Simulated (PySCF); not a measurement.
Molecule: sum formula H$_{2}$BO$_{2}$Br (charge 0, singlet). 
Structure (B3LYP-D3(BJ)/def2-TZVP (Ansatz) minimum search):
```
B
O 1 1.3482
H 2 0.9612 1 114.45
O 1 1.3482 2 119.45 3 180.00
H 4 0.9612 1 114.45 2 180.00
Br 1 1.9724 2 120.28 3 0.00
```
Charge 0, spin multiplicity 1.

Dispersion corrections to the total energy (kcal/mol) from the dftd3 and dftd4 libraries through PySCF: D3(BJ) without and D4 with the three-body term, each with the damping fitted for the functional named.

| functional | D3(BJ) | D4 |
|---|---|---|
| B2PLYP | -2.07 | -1.74 |
| B3LYP | -4.35 | -4.11 |
| r2SCAN | -0.62 | -0.56 |
| HF | … | -9.27 |
| PBE | -2.37 | … |
| LC-wPBE | -2.31 | -2.81 |
| TPSSh | -2.79 | … |

**Question.** Complete the blanks.

**Answer.** 
- HF, D3(BJ): -19.52
- PBE, D4: -2.51
- TPSSh, D4: -3.06
